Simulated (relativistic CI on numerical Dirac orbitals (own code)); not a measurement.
# Hyperfine structure of Gd⁴³⁺, mass number 157

Calculated at this level of theory: Dirac-Coulomb-Breit CI, KLI orbitals optimised for each configuration, QED by a radiative potential, unscaled Slater integrals (own radial code, finite nucleus).

CI space (outside the closed core [Ne]): 3s2 3p6 3d3, 3s2 3p5 3d4, 3s 3p6 3d4, 3s2 3p6 3d2 4s, 3s2 3p6 3d2 4p, 3s2 3p6 3d2 4d, 3s2 3p5 3d3 4s, 3s2 3p6 3d2 4f, 3s2 3p5 3d3 4p, 3s 3p6 3d3 4s, 3p6 3d4 4p, 3p6 3d5, 3p5 3d6, 3p5 3d5 4s, 3p6 3d4 4s, 3p5 3d4 4s2, 3s2 3p6 3d 4s2, 3s2 3p6 4s2 4p, 3s2 3p6 4s2 4d. Double excitations out of closed p, d and f shells are left out; levels of such configurations are missing from the list, as are those of other unlisted configurations, and high levels can miss mixing partners. These lack a partner that the ground configuration has and come out too high: 3s2 3p5 3d3 4p.

Nuclear spin I = 3/2, μ = -0.3398 μN, Q = 1.35 b (tables of Stone and Pyykkö). The electronic factors are computed for point nuclear moments, without core polarisation or the Bohr-Weisskopf and QED corrections.

| Level | E (cm⁻¹) | A (MHz) | B (MHz) |
| --- | --- | --- | --- |
| 3s2 3p6 3d3 4F_3/2 | 0 | -14160 | -46400 |
| 3s2 3p6 3d3 4F_5/2 | 238645 | -8318 | -25000 |
| 3s2 3p6 3d3 4P_1/2 | 323275 | 5092 |  |
| 3s2 3p6 3d3 4F_7/2 | 543438 | -7099 | 208 |
| 3s2 3p6 3d3 4F_9/2 | 570466 | -7186 | 19900 |
| 3s2 3p6 3d3 2P_1/2 | 628684 | 1878 |  |
| 3s2 3p6 3d3 2H_11/2 | 638982 | -8015 | 110000 |
| 3s2 3p6 3d3 2D_5/2 | 651464 | -3690 | 68700 |

Levels with J = 0, under 50 % of one LS term, or S terms without an open s electron are left out. Small factors come from cancelling terms and can be off by tens of per cent or more.

At this charge energies of transitions that change n are usually good to better than 1 %, and those within a shell (Δn = 0) to a few per cent.

Give the hyperfine levels of 3s2 3p6 3d3 4F_3/2 relative to its centre of gravity.

With K = F(F + 1) − I(I + 1) − J(J + 1), E = AK/2 + B[¾K(K + 1) − I(I + 1)J(J + 1)]/[2I(2I − 1)J(2J − 1)]: F = 0: -4867, F = 1: 27340, F = 2: 45390, F = 3: -43440 MHz.

LS names give the leading component of a level, which can be under half, so a name can repeat, a term be missing and a line seem to break the LS rules.
